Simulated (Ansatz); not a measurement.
CH₁₁NSi₄, SMILES N[SiH2][SiH]1[SiH2]C[SiH2]1.

The structure is a stationary point at PBE-D3(BJ)/def2-SVP. This is a generated structure with no PubChem entry under its InChIKey; it may be hypothetical. Other conformers were not sampled.

Two levels are set side by side: PBE/def2-SVPD (Ansatz, a program for electronic structure) and PBE0/def2-SVPD (Ansatz). Energy differences of separate SCF runs at the same geometry; the states with an electron removed or added have multiplicity 2 and 2. Differences are taken from unrounded values.

| quantity | PBE0 |
|---|---|
| vertical ionisation energy (eV) | 8.77 |
| vertical singlet–triplet gap (eV) | 4.81 |

Q: What does PBE give, and how far is it from PBE0? (An estimate is asked for; the answer gives what the named calculation found.)

A: 
```tsv
quantity	PBE	PBE minus PBE0
vertical ionisation energy (eV)	8.40	-0.38
vertical singlet–triplet gap (eV)	4.50	-0.31
```
